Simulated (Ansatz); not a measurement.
## BrH3OSi2Sn: where a starting geometry ends

The starting geometry of this gas-phase singlet was optimised with GFN2-xTB.

```xyz
8

Br    3.3885    2.1229    0.9541
O    -0.0591    0.5810    0.3004
Si   -1.4165    1.4475    0.4452
Si    1.1426   -0.2502   -0.5540
Sn    2.0985    0.1147    1.8758
H    -1.9821    1.6934   -0.8742
H    -1.0023    2.6678    1.1328
H    -2.2777    0.6135    1.2851
```

Task: Predict what it relaxes into with r2SCAN-D4/def2-SVP.

Result: New bonds form, giving a structure with Br1 bridging Sn5 and Si4, given below by its coordinates. Contacts that close: Br1–Si4 (3.60 → 2.60 Å), O2–Sn5 (2.71 → 2.33 Å).

The energy falls by 0.58 eV over 16 steps:

```json
{"step": "1", "E − E(last) (eV)": "0.584"}
{"step": "3", "E − E(last) (eV)": "0.224"}
{"step": "4", "E − E(last) (eV)": "0.087"}
{"step": "6", "E − E(last) (eV)": "0.051"}
{"step": "8", "E − E(last) (eV)": "0.014"}
{"step": "9", "E − E(last) (eV)": "0.009"}
{"step": "11", "E − E(last) (eV)": "0.001"}
{"step": "13", "E − E(last) (eV)": "0.000"}
{"step": "14", "E − E(last) (eV)": "0.000"}
{"step": "16", "E − E(last) (eV)": "0.000"}
```

Final geometry (Å):

```csv
atom,x (Å),y (Å),z (Å)
Br,2.5672,2.1192,0.4167
O,0.0748,0.3487,0.5436
Si,-1.2335,1.4217,0.5394
Si,1.4595,-0.0122,-0.5681
Sn,1.8390,-0.0278,2.0186
H,-1.5797,1.7240,-0.8790
H,-0.8652,2.6675,1.2667
H,-2.3701,0.7495,1.2274
```

No frequencies were run, so the end isn't proven a minimum. Atoms past krypton carry core potentials, without spin–orbit terms. Run with Ansatz 0.2.0, 64 s on 2 threads of Intel(R) Xeon(R) Platinum 8259CL CPU @ 2.50GHz (Skylake/Cascade Lake), with other jobs on the host.
